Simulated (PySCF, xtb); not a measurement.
BiHCl₂, SMILES [Cl][BiH][Cl].

Harmonic wavenumbers (cm⁻¹) from xtb 6.7.1 with GFN2-xTB at its own minimum, in rising order: 89, 280, 299, 537, 544, 1844.

**Question.** What does PBE0-D3(BJ)/def2-TZVP in PySCF give at its own minimum? (An estimate is asked for; the answer gives what the named calculation found.)

**Answer.** 105, 326, 342, 559, 577, 1813. Paired by order, the mean absolute difference is 32 cm⁻¹ and the zero-point energies are 5.1 and 5.3 kcal/mol.
